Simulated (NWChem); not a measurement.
# Correlation energy of diphosphane (H₄P₂)

```xyz
6

P      1.0086     0.5217     0.0000
P     -1.0086    -0.5217     0.0000
H      1.5409    -0.3163     1.0313
H      1.5409    -0.3163    -1.0313
H     -1.5409     0.3163     1.0313
H     -1.5409     0.3163    -1.0313
```
Charge 0, spin multiplicity 1.

The numbers come from NWChem runs, not from measurements. The geometry was optimised at B3LYP/def2-SVP, a minimum by its harmonic frequencies. It is one conformer; others weren't searched.

Basis set: def2-SVP. Each correlation energy counts from its own Hartree-Fock reference.

The correlated methods keep 10 core orbitals frozen. Coupled-cluster values serve here as a point of comparison, not as the truth.

```json
[
 {"method": "SCS-MP2", "correlation energy (mHa)": "(withheld)"},
 {"method": "CR-CCSD[T]", "correlation energy (mHa)": "-299.8"},
 {"method": "CR-CCSD(T)", "correlation energy (mHa)": "(withheld)"},
 {"method": "CCSD+T(CCSD)", "correlation energy (mHa)": "-301.6"},
 {"method": "CCSD(T)", "correlation energy (mHa)": "(withheld)"},
 {"method": "MP2", "correlation energy (mHa)": "-247.4"},
 {"method": "CCSD", "correlation energy (mHa)": "(withheld)"}
]
```

**Question.** Fill in the missing entries.

**Answer.** 
- SCS-MP2, correlation energy (mHa): -256.3
- CR-CCSD(T), correlation energy (mHa): -299.6
- CCSD(T), correlation energy (mHa): -301.3
- CCSD, correlation energy (mHa): -292.7
